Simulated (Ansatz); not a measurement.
Ansatz (a first-principles code) input (CCSD(T)/def2-TZVPPD):
A basis named .json is the Basis Set Exchange file of that set.

Ansatz 0.2 input:
```yaml
crystal:
  periodic: [false, false, false]
  atoms:
    - {symbol: F, position_ang: [0.07934602, -0.09680846, 2.21894167]}
    - {symbol: Ge, position_ang: [0.01722234, -0.02101262, 0.48162918]}
    - {symbol: I, position_ang: [2.18081538, -0.99118306, -0.34446648]}
    - {symbol: I, position_ang: [-1.97236541, -1.38613964, -0.21318622]}
    - {symbol: I, position_ang: [-0.23232222, 2.40644874, -0.10994370]}
basis:
  gaussian:
    orbitals: def2-TZVPPD.json
total_charge: -1
magnetization: {spin_polarized: true, initial_magnetization: 1}
correlation: {method: ccsd_t, electrons: outside_noble_gas}
```

End of the output:

```
integrals: 3.34 GiB planned
2188 factors; integrals over basis functions are off by at most 1.1e-3 eV
2.11 GiB of device memory are held for the factors and their scratch space
mean field: 2.77 GiB planned
mean field evaluation 1: about -83401.3184 eV, gradient 2.1e1 eV
mean field evaluation 2: about -83401.3272 eV, gradient 2.1e1 eV
mean field evaluation 4: about -83403.7763 eV, gradient 2.0e0 eV
mean field evaluation 8: about -83403.8635 eV, gradient 1.5e-1 eV
mean field evaluation 16: about -83401.3162 eV, gradient 2.1e1 eV
mean field evaluation 32: about -83402.3177 eV, gradient 2.1e0 eV
mean field evaluation 64: about -83402.4649 eV, gradient 3.1e0 eV
mean field evaluation 96: about -83401.3954 eV, gradient 2.6e-3 eV
mean field -83403.86477630 eV, -3065.0354973590 hartree, gradient 1.1e-6 eV, S^2 0.773697; 4 other end points of the search recorded, 0 dependent functions left out
determinant -83403.86477630 eV, -3065.0354973590 hartree, with singles and doubles -83426.40677521 eV, -3065.8639005394 hartree
determinant -83401.99674016 eV, -3064.9668482972 hartree, with singles and doubles -83424.33080474 eV, -3065.7876100318 hartree
determinant -83401.39538328 eV, -3064.9447488392 hartree, with singles and doubles -83423.84012251 eV, -3065.7695777925 hartree
42 core orbitals not correlated
reference -83403.86477630 eV, -3065.0354973590 hartree; 17, 16 occupied and 212, 213 virtual orbitals, 2188 factors
second order -21.57978430 eV of doubles, -0.00000000 eV of singles
coupled cluster: 19.78 GiB planned
cycle   1  -22.49351682 eV  change    -1.3e0 eV  update   2.8e-2
cycle   2  -22.53228538 eV  change   -3.9e-2 eV  update   6.9e-3
cycle   3  -22.53374698 eV  change   -1.5e-3 eV  update   4.9e-3
cycle   4  -22.53398512 eV  change   -2.4e-4 eV  update   2.5e-3
cycle   5  -22.53438653 eV  change   -4.0e-4 eV  update   1.4e-3
cycle   6  -22.53465830 eV  change   -2.7e-4 eV  update   6.4e-4
cycle   7  -22.53473340 eV  change   -7.5e-5 eV  update   2.8e-4
cycle   8  -22.53473007 eV  change    3.3e-6 eV  update   1.2e-4
cycle   9  -22.53471243 eV  change    1.8e-5 eV  update   6.4e-5
cycle  10  -22.53470893 eV  change    3.5e-6 eV  update   3.3e-5
perturbative correction -1.00342311 eV, -0.0368751192 hartree
Total energy: -83427.40290834 eV, -3065.9005077569 hartree
```

This state (charge -1, doublet) is run at the relaxed geometry of the species with charge 0 and multiplicity 1.
